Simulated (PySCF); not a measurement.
C$_{2}$H$_{5}$O (SMILES [CH2]OC), doublet, geometry from GFN2-xTB; PBE0/def2-SVP run with PySCF.

The PySCF input:
```python
from pyscf import gto, scf, dft

mol = gto.M(
    atom='''
C     0.031253    1.181916   -0.338547
O     0.244578    0.109335    0.472470
C    -0.155948   -1.132882   -0.040575
H     0.251414    2.121788    0.125724
H    -0.688309    1.107007   -1.134827
H     0.026173   -1.870495    0.739352
H    -1.220492   -1.130349   -0.301951
H     0.422761   -1.396837   -0.933325
''',
    basis='def2-svp',
    charge=0,
    spin=1,
    verbose=4,
)

mf = dft.UKS(mol)
mf.xc = 'pbe0'
mf.grids.atom_grid = (150, 974)
mf.kernel()
```

The log (banner, timings and long lists left out):

```
PySCF version 2.14.0

[INPUT] verbose = 4
[INPUT] num. atoms = 8
[INPUT] num. electrons = 25
[INPUT] charge = 0
[INPUT] spin (= nelec alpha-beta = 2S) = 1
[INPUT] symmetry False subgroup None
[INPUT] Mole.unit = angstrom
[INPUT] Symbol           X                Y                Z      unit          X                Y                Z       unit  Magmom
[INPUT]  1 C      0.031253000000   1.181916000000  -0.338547000000 AA    0.059059610571   2.233497542241  -0.639761110293 Bohr   0.0
[INPUT]  2 O      0.244578000000   0.109335000000   0.472470000000 AA    0.462185436094   0.206613205829   0.892838902073 Bohr   0.0
[INPUT]  3 C     -0.155948000000  -1.132882000000  -0.040575000000 AA   -0.294699009674  -2.140836711450  -0.076675637504 Bohr   0.0
[INPUT]  4 H      0.251414000000   2.121788000000   0.125724000000 AA    0.475103603881   4.009598214389   0.237583927285 Bohr   0.0
[INPUT]  5 H     -0.688309000000   1.107007000000  -1.134827000000 AA   -1.300715499073   2.091940047976  -2.144512228762 Bohr   0.0
[INPUT]  6 H      0.026173000000  -1.870495000000   0.739352000000 AA    0.049459801858  -3.534723267368   1.397172789649 Bohr   0.0
[INPUT]  7 H     -1.220492000000  -1.130349000000  -0.301951000000 AA   -2.306395617223  -2.136050035176  -0.570604693039 Bohr   0.0
[INPUT]  8 H      0.422761000000  -1.396837000000  -0.933325000000 AA    0.798902506147  -2.639639370659  -1.763728635210 Bohr   0.0

nuclear repulsion = 77.5474144987507
number of shells = 33
number of NR pGTOs = 107
number of NR cGTOs = 67
basis = def2-svp
ecp = {}

******** <class 'pyscf.dft.uks.UKS'> ********
method = UKS
initial guess = minao
damping factor = 0
level_shift factor = 0
DIIS = <class 'pyscf.scf.diis.CDIIS'>
diis_start_cycle = 1
diis_space = 8
diis_damp = 0
SCF conv_tol = 1e-09
SCF conv_tol_grad = None
SCF max_cycles = 50
direct_scf = True
direct_scf_tol = 1e-13
number electrons alpha = 13  beta = 12
XC library pyscf.dft.libxc version 7.1.2
    S. Lehtola, C. Steigemann, M. J. T. Oliveira, and M. A. L. Marques,  SoftwareX 7, 1–5 (2018)
XC functionals = pbe0
    C. Adamo and V. Barone,  J. Chem. Phys. 110, 6158 (1999)
    M. Ernzerhof and G. E. Scuseria,  J. Chem. Phys. 110, 5029 (1999)
radial grids:
    Treutler-Ahlrichs [JCP 102, 346 (1995); DOI:10.1063/1.469408] (M4) radial grids

becke partition: Becke, JCP 88, 2547 (1988); DOI:10.1063/1.454033
pruning grids: <function nwchem_prune>
grids dens level: 3
symmetrized grids: False
atomic radii adjust function: <function treutler_atomic_radii_adjust>
User specified grid scheme (150, 974)
small_rho_cutoff = 0
Set gradient conv threshold to 3.16228e-05
tot grids = 649560
init E= -154.225087483965

cycle= 1 E= -154.033322540897  delta_E= 0.192  |g|= 0.29  |ddm|= 1.91
cycle= 2 E= -153.998433996153  delta_E= 0.0349  |g|= 0.423  |ddm|= 0.546
cycle= 3 E= -154.065719246691  delta_E= -0.0673  |g|= 0.0439  |ddm|= 0.343
cycle= 4 E= -154.066469601277  delta_E= -0.00075  |g|= 0.012  |ddm|= 0.0419
cycle= 5 E= -154.066557052721  delta_E= -8.75e-05  |g|= 0.00443  |ddm|= 0.0162
cycle= 6 E= -154.066569844347  delta_E= -1.28e-05  |g|= 0.00112  |ddm|= 0.00595
cycle= 7 E= -154.066571076019  delta_E= -1.23e-06  |g|= 0.000614  |ddm|= 0.00213
cycle= 8 E= -154.066571318257  delta_E= -2.42e-07  |g|= 0.000142  |ddm|= 0.00081
cycle= 9 E= -154.066571333487  delta_E= -1.52e-08  |g|= 3.18e-05  |ddm|= 0.000203
cycle= 10 E= -154.06657133446  delta_E= -9.72e-10  |g|= 7.04e-06  |ddm|= 5.68e-05
Extra cycle  E= -154.06657133451  delta_E= -5.04e-11  |g|= 3.54e-06  |ddm|= 1.3e-05
converged SCF energy = -154.06657133451  <S^2> = 0.75353981  2S+1 = 2.0035367
```
